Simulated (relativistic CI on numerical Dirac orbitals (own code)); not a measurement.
Hyperfine structure of Zr10+, mass number 91

Computed by Dirac-Coulomb-Breit CI, orbitals from a KLI potential per configuration, QED by a radiative potential, unscaled Slater integrals (own radial code, finite nucleus).

CI space (outside the closed core [Ar] 3d10): 4s2, 4s 4p, 4p2, 4s 4d, 4d2, 4s 4f, 4p 4d, 4p 5s, 4f2, 4p 4f, 4s 5s, 4s 5p, 4d 5s, 4s 5d, 4d 4f, 4s 6s. Levels of other configurations are missing.

Nuclear spin I = 5/2, μ = -1.3022 μN, Q = -0.176 b (tables of Stone and Pyykkö). The electronic factors are computed for point nuclear moments, without core polarisation or the Bohr-Weisskopf and QED corrections.

| Level | E (eV) | A (MHz) | B (MHz) |
| --- | --- | --- | --- |
| 4s 4p 3P°_1 | 21.6569 | -15930 | 557 |
| 4s 4p 3P°_2 | 23.5574 | -10290 | -1090 |
| 4s 4p 1P°_1 | 31.5521 | 37.5 | -1050 |
| 4p2 3P_1 | 51.0871 | 333.7 | -543 |
| 4p2 1D_2 | 51.1361 | -3477 | -974 |
| 4p2 3P_2 | 53.5997 | -1620 | 141 |
| 4s 4d 3D_1 | 65.9079 | 8237 | -69.1 |
| 4s 4d 3D_2 | 66.0586 | -3828 | -98.7 |

Levels with J = 0, under 50 % of one LS term, or S terms without an open s electron are left out. Small factors come from cancelling terms and can be off by tens of per cent or more.

At this charge energies of transitions that change n are usually good to better than 1 %, and those within a shell (Δn = 0) to a few per cent.

Question: Give the hyperfine levels of 4s 4p 3P°_1 relative to its centre of gravity.

Answer: With K = F(F + 1) − I(I + 1) − J(J + 1), E = AK/2 + B[¾K(K + 1) − I(I + 1)J(J + 1)]/[2I(2I − 1)J(2J − 1)]: F = 3/2: 56150, F = 5/2: 15490, F = 7/2: -39690 MHz.

LS names give the leading component of a level, which can be under half, so a name can repeat, a term be missing and a line seem to break the LS rules.
